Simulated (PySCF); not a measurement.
Molfile (atoms numbered from 1):
```
C7H12
     RDKit          3D

 19 19  0  0  0  0  0  0  0  0999 V2000
    2.1153   -1.1151    0.8013 C   0  0  0  0  0  0  0  0  0  0  0  0
    1.1017   -0.6151    0.0873 C   0  0  0  0  0  0  0  0  0  0  0  0
   -0.1690   -1.3761   -0.1756 C   0  0  0  0  0  0  0  0  0  0  0  0
   -1.3944   -0.5792    0.2802 C   0  0  0  0  0  0  0  0  0  0  0  0
   -1.4079    0.8178   -0.3310 C   0  0  0  0  0  0  0  0  0  0  0  0
   -0.1165    1.5698   -0.0278 C   0  0  0  0  0  0  0  0  0  0  0  0
    1.1112    0.7766   -0.4838 C   0  0  0  0  0  0  0  0  0  0  0  0
    3.0222   -0.5326    0.9884 H   0  0  0  0  0  0  0  0  0  0  0  0
    2.0744   -2.1261    1.2174 H   0  0  0  0  0  0  0  0  0  0  0  0
   -0.1370   -2.3625    0.3115 H   0  0  0  0  0  0  0  0  0  0  0  0
   -0.2534   -1.5583   -1.2639 H   0  0  0  0  0  0  0  0  0  0  0  0
   -2.3173   -1.1235    0.0224 H   0  0  0  0  0  0  0  0  0  0  0  0
   -1.3752   -0.4949    1.3810 H   0  0  0  0  0  0  0  0  0  0  0  0
   -2.2777    1.3875    0.0344 H   0  0  0  0  0  0  0  0  0  0  0  0
   -1.5310    0.7341   -1.4265 H   0  0  0  0  0  0  0  0  0  0  0  0
   -0.1251    2.5624   -0.5065 H   0  0  0  0  0  0  0  0  0  0  0  0
   -0.0439    1.7447    1.0601 H   0  0  0  0  0  0  0  0  0  0  0  0
    1.0929    0.7056   -1.5880 H   0  0  0  0  0  0  0  0  0  0  0  0
    2.0411    1.2996   -0.2132 H   0  0  0  0  0  0  0  0  0  0  0  0
  1  2  2  0
  2  3  1  0
  3  4  1  0
  4  5  1  0
  5  6  1  0
  6  7  1  0
  7  2  1  0
  1  8  1  0
  1  9  1  0
  3 10  1  0
  3 11  1  0
  4 12  1  0
  4 13  1  0
  5 14  1  0
  5 15  1  0
  6 16  1  0
  6 17  1  0
  7 18  1  0
  7 19  1  0
M  END
```

Geometry: PBE0-D3(BJ)/def2-SVP; GIAO absolute shieldings from PySCF 2.14, gas phase, non-relativistic, averaged over equivalent atoms.

At PBE0/pcSseg-1 (179 basis functions, 26 s wall time on 1 thread of an Arm Neoverse V1, shared host):
```tsv
atoms	σ (ppm)
C2	26.3
C1	69.8
C3/C7	146.1
C4/C6	153.5
C5	155.7
H8/H9	26.31
H10/H11/H18/H19	29.23
H12/H13/H16/H17	29.83
H14/H15	29.85
```

**Question.** Estimate the result of repeating the calculation with WP04/pcSseg-1.

**Answer.** 
| atoms | σ at WP04/pcSseg-1 | change |
| --- | --- | --- |
| C2 | 15.0 | -11.3 |
| C1 | 58.8 | -11.0 |
| C3/C7 | 133.7 | -12.4 |
| C4/C6 | 140.2 | -13.3 |
| C5 | 142.4 | -13.3 |
| H8/H9 | 26.88 | +0.57 |
| H10/H11/H18/H19 | 29.63 | +0.40 |
| H12/H13/H16/H17 | 30.21 | +0.38 |
| H14/H15 | 30.23 | +0.38 |

The largest change is at C5 (sp3 CH2 in a ring). Cost: 179 basis functions, 22 s wall time on 1 thread of an Arm Neoverse V1, shared host. The order of the carbon signals is the same at both levels.
